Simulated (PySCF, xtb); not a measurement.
C₃H₁₄Si₃, SMILES C[C@H](C[SiH3])[SiH2][SiH3].

GFN2-xTB run with xtb 6.7.1 at its own geometry gives an orbital gap of 4.38 eV and a dipole moment of 0.46 D.

Coordinates come from a PBE0-D3(BJ)/def2-SVP optimisation. The structure was generated by enumeration; whether it is a known compound was not checked. The values are those of a single conformer.

Question: What does PBE0/def2-TZVP run with PySCF give? (An estimate is asked for; the answer gives what the named calculation found.)

Answer: gap 7.99 eV (levels -7.94 and 0.05 eV), dipole 1.17 D.
